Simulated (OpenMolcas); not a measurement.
# V2+: effect of the metal basis

V2+ with its 8 nearest fluoride ions at 2.328 Å, on the Sr site of SrF2 (a = 5.796 Å, distance in the model lattice 2.510 Å). The rest of the host is ab initio model potentials to 7.6 Å and point charges beyond; the distance is set by hand and nothing relaxes.

```
Program             : OpenMolcas
Method              : CASSCF
Spin-orbit coupling : RASSI with atomic mean-field integrals over the reference wave functions
```

Fixed: ligand basis ANO-RCC-VDZP, active space 3 electrons in 5 orbitals (3d), DKH2 Hamiltonian.

States (labels of O, the rotations of Oh). Energies in cm-1 above the lowest state or level, χT in cm3 K/mol; under a threefold ground state the first gap can be a small split of the lowest multiplet, not the spin-orbit step; 10Dq and B are least-squares fits to the states below 45000 cm-1, weighted by degeneracy, with a free offset, and given where the rms deviation is under 5 % of |10Dq| (or 100 cm-1) and under 700 cm-1; 10Dq is negative for this site.

| Run | Metal basis | Ground state | First state of that spin | 10Dq | B (rms of fit) | First gap with spin-orbit (degeneracies) | χT at 300 K | First state of another spin | Cost |
| --- | --- | --- | --- | --- | --- | --- | --- | --- | --- |
| A | ANO-RCC-VDZP | 4T1 | 4T2 4200 | -5274 | 941 (157) | 14.7 (4, 2) | 1.640 | 2E 11918 | roughly 28 core-seconds |
| B | ANO-RCC-VTZP | 4T1 | 4T2 4057 | -5122 | 947 (167) | 14.6 (4, 2) | 1.652 | 2E 12136 | roughly 40 core-seconds |

Against A, |10Dq| changes by -2.9 % in B.

Costs are those of the RASSCF and RASSI steps.

An orbital triplet at a regular site is open to Jahn-Teller coupling, which can distort the site and quench the lowest spin-orbit gaps and is left out. Without dynamic correlation the repulsion within the d shell is too large (B by tens of per cent), so at a given field states of lower spin stand too high. Ligand-to-metal charge-transfer states are missing. With no ligand orbital active B as a rule stays too high, so bands that hang on it stand too high and its fall with covalency is understated. With metal d orbitals alone and no dynamic correlation 10Dq can be off by a tenth to a fifth, either way, in oxide and fluoride hosts. No measured value stands beside these numbers; the geometry was set by hand and not optimised.
